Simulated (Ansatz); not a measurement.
CH₇InSi, SMILES `[SiH3][CH2][InH2]` from Hartree–Fock to CCSD(T)

Z-matrix (Å, degrees):
```
Si
C 1 1.860
H 1 1.491 2 110.4
H 1 1.490 2 113.1 3 120.7
H 1 1.491 2 110.4 3 -118.5
In 2 2.161 1 112.9 3 59.1
H 2 1.093 1 109.3 3 179.8
H 2 1.094 1 109.3 3 -61.5
H 6 1.726 2 119.1 1 -89.8
H 6 1.726 2 119.1 1 90.2
```

The species carries charge 0 and has multiplicity 1. Correlated methods include outer-core shells of In, which these sets cover unevenly. In takes the def2 core potential. The structure was optimised at the PBE0-D4/def2-TZVP level. Frozen core, restricted reference, Ansatz.

| basis | HF (Eh) | MP2 corr. | CCSD corr. | (T) | CCSD(T) total |
| --- | --- | --- | --- | --- | --- |
| def2-SVP | -519.92414 | -0.34509 | -0.39779 | -0.01138 | -520.33331 |
| def2-TZVPP | -520.07983 | -0.60765 | -0.64608 | -0.02101 | -520.74692 |
| def2-QZVPP | -520.09244 | -0.81572 | – | – | – |
